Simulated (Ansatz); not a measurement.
`O[SiH2][SiH](O)S` at its PBE0-D4/def2-TZVP geometry, where that method's forces vanish. The species carries charge 0 and has multiplicity 1.

```xyz
11

O     0.5594    1.3341   -1.6152
Si   -0.7092    1.1960   -0.5610
Si   -0.2337   -0.6115    0.8541
O     1.3302   -0.2918    1.2939
S    -0.4372   -2.4930   -0.1441
H     1.4325    1.3362   -1.2167
H    -1.9165    0.9533   -1.3870
H    -0.9113    2.4436    0.2319
H    -1.1156   -0.7927    2.0399
H     1.8058   -0.9788    1.7664
H     0.1956   -2.0953   -1.2622
```

Task: What forces (eV/Å) does PBE-D4/def2-TZVPP give on these atoms in Ansatz? (Best estimate.)

Result: The calculation gave: 
```
O1  -0.013  0.044 -0.534
Si2 -0.222 -0.068  0.295
Si3 -0.317  0.030 -0.095
O4   0.265  0.453 -0.085
S5  -0.167 -0.301  0.098
H6   0.401 -0.003  0.176
H7  -0.126 -0.025 -0.096
H8  -0.043  0.146  0.092
H9  -0.125 -0.036  0.131
H10  0.232 -0.319  0.222
H11  0.116  0.080 -0.205
```
